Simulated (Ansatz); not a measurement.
ClI, charge +1, doublet, at a GFN2-xTB geometry (a state made from the parent by changing its charge; the spin is typed, not shown lowest) (core potentials on I); CAM-B3LYP/def2-SVPD in Ansatz (an electronic-structure program).

Input for Ansatz:
Ansatz 0.2 input:
```yaml
crystal:
  periodic: [false, false, false]
  atoms:
    - {symbol: Cl, position_ang: [-0.00000000, -0.00000000, -1.69095804]}
    - {symbol: I, position_ang: [0.00000000, 0.00000000, 0.54238277]}
basis:
  gaussian:
    orbitals: def2-SVPD
hamiltonian:
  xc: cam_b3lyp
total_charge: 1
magnetization: {spin_polarized: true, initial_magnetization: 1}
```

What the program printed (banner, timings and long lists left out):

```
Functional definition: CAM-B3LYP
687 factors; integrals over basis functions are off by at most 3.8e-4 eV
218 factors; integrals over basis functions are off by at most 3.8e-5 eV
mean field evaluation 1: about -20607.4682 eV, gradient 1.8e1 eV
mean field evaluation 2: about -20605.1284 eV, gradient 2.7e1 eV
mean field evaluation 4: about -20609.4627 eV, gradient 4.1e-1 eV
mean field evaluation 8: about -20609.4858 eV, gradient 3.1e-2 eV
mean field evaluation 16: about -20609.4858 eV, gradient 7.2e-5 eV
mean field -20609.48584267 eV, -757.3846351068 hartree, gradient 7.2e-5 eV, S^2 0.753326; 0 other end points of the search recorded, 0 dependent functions left out
reference -20609.48595580 eV, -757.3846392645 hartree; 21, 20 occupied and 41, 42 virtual orbitals, 687 factors
Total energy: -20609.48595580 eV, -757.3846392645 hartree
```
